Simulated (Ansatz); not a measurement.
Kohn–Sham single points on `PB1C[N]1[ZnH]`.

```yaml
crystal:
  periodic: [false, false, false]
  atoms:
    - {symbol: P, position_ang: [-1.625911, -1.102645, -1.412680]}
    - {symbol: B, position_ang: [-0.453742, -0.441310, -0.088332]}
    - {symbol: C, position_ang: [0.146918, -0.438184, 1.327826]}
    - {symbol: N, position_ang: [0.675732, 0.290161, 0.130336]}
    - {symbol: Zn, position_ang: [2.086711, 1.359641, -0.282217]}
    - {symbol: H, position_ang: [-2.830338, -0.922801, -0.689130]}
    - {symbol: H, position_ang: [-1.748819, 0.082185, -2.183116]}
    - {symbol: H, position_ang: [-0.271479, 0.180330, 2.121069]}
    - {symbol: H, position_ang: [0.754660, -1.262855, 1.698363]}
    - {symbol: H, position_ang: [3.266268, 2.255487, -0.622129]}
basis:
  gaussian: {orbitals: def2-TZVPP}
hamiltonian: {xc: {name: wB97M-V}}
output: {forces: true, orbitals: {seedname: orbitals}}
```

```sh
$ ansatz run in.yaml --threads 4 --pin off --events-out ev --progress --plain --max-ram 10444MiB
```

Shortened log:

```
Functional definition: wB97M-V
1622 factors; their error is unknown
331 factors; integrals over basis functions are off by at most 2.1e-5 eV
mean field evaluation 1: about -60981.7954 eV, gradient 6.4e1 eV
mean field evaluation 2: about -60977.7939 eV, gradient 8.7e1 eV
mean field evaluation 4: about -60989.6034 eV, gradient 5.1e0 eV
mean field evaluation 8: about -60989.6448 eV, gradient 3.7e-1 eV
mean field evaluation 16: about -60989.6810 eV, gradient 1.0e-3 eV
mean field -60989.68099831 eV, -2241.3294363975 hartree, gradient 5.2e-5 eV, S^2 0.000000; 0 other end points of the search recorded, 0 dependent functions left out
reference -60989.68106018 eV, -2241.3294386709 hartree; 34, 34 occupied and 235, 235 virtual orbitals, 1622 factors
Total energy: -60989.68106018 eV, -2241.3294386709 hartree
Atom 0 at    -1.625911    -1.102645    -1.412680 Å, force    -0.167934     0.062124    -0.081992 eV/Å
Atom 1 at    -0.453742    -0.441310    -0.088332 Å, force     0.044341     0.047251     0.001483 eV/Å
Atom 2 at     0.146918    -0.438184     1.327826 Å, force    -0.052574    -0.123325     0.321958 eV/Å
Atom 3 at     0.675732     0.290161     0.130336 Å, force    -0.025769     0.030339    -0.151214 eV/Å
Atom 4 at     2.086711     1.359641    -0.282217 Å, force     0.186813     0.141096    -0.043956 eV/Å
Atom 5 at    -2.830338    -0.922801    -0.689130 Å, force     0.118843    -0.000532    -0.057877 eV/Å
Atom 6 at    -1.748819     0.082185    -2.183116 Å, force     0.014851    -0.096386     0.087505 eV/Å
Atom 7 at    -0.271479     0.180330     2.121069 Å, force     0.049399    -0.048968    -0.073488 eV/Å
Atom 8 at     0.754660    -1.262855     1.698363 Å, force    -0.046063     0.080026    -0.034494 eV/Å
Atom 9 at     3.266268     2.255487    -0.622129 Å, force    -0.121906    -0.091627     0.032074 eV/Å
Dipole moment:     0.194245     0.256943     0.065476 e Å
```

Run time 14 s (4 threads of an Arm Neoverse V2 on a shared host); peak host memory 1.1 GiB.

The same input with `hamiltonian: {xc: lda}` and no forces (abridged; 1.5 s):

```
Functional definition: SPW92
mean field evaluation 16: about -60851.3341 eV, gradient 1.1e-3 eV
mean field -60851.33413332 eV, -2236.2452828837 hartree, gradient 3.3e-5 eV, S^2 0.000000
Total energy: -60851.33418320 eV, -2236.2452847167 hartree
```

Changing it to `hamiltonian: {xc: {name: r2SCANh}, dispersion: d4}` and no forces (abridged; 7 s):

```
Functional definition: r2SCANh
mean field evaluation 16: about -60990.7227 eV, gradient 4.4e-4 eV
mean field -60990.72265772 eV, -2241.3677166746 hartree, gradient 6.8e-5 eV, S^2 0.000000
Total energy: -60990.78560834 eV, -2241.3700300672 hartree
```

The same input with `hamiltonian: {xc: {name: B2PLYP}}` and no forces (abridged; 7 s):

```
Functional definition: B2PLYP
mean field evaluation 16: about -60970.4459 eV, gradient 1.8e-4 eV
mean field -60970.44591586 eV, -2240.6225601554 hartree, gradient 4.1e-6 eV, S^2 0.000000
17 core orbitals not correlated: weight in the atoms' cores, before any rotation towards them, 1.000 or more for the frozen orbitals, at most 0.000 for the correlated occupied ones
second order -37.23483099 eV of doubles, -0.00000000 eV of singles
Total energy: -60980.49951929 eV, -2240.9920232667 hartree
```

Changing it to `hamiltonian: {xc: {name: BHLYP}, dispersion: d4}` and no forces (abridged; 4.1 s):

```
Functional definition: BHLYP
mean field evaluation 16: about -60991.1767 eV, gradient 3.5e-4 eV
mean field -60991.17669929 eV, -2241.3844023946 hartree, gradient 7.7e-5 eV, S^2 0.000000
Total energy: -60991.47270499 eV, -2241.3952804032 hartree
```

Changing it to `hamiltonian: {xc: pbe0, dispersion: d4}` and no forces (abridged; 3.9 s):

```
Functional definition: PBE0
mean field evaluation 16: about -60980.0675 eV, gradient 2.8e-4 eV
mean field -60980.06750329 eV, -2240.9761469717 hartree, gradient 6.9e-5 eV, S^2 0.000000
Total energy: -60980.26740537 eV, -2240.9834932375 hartree
```
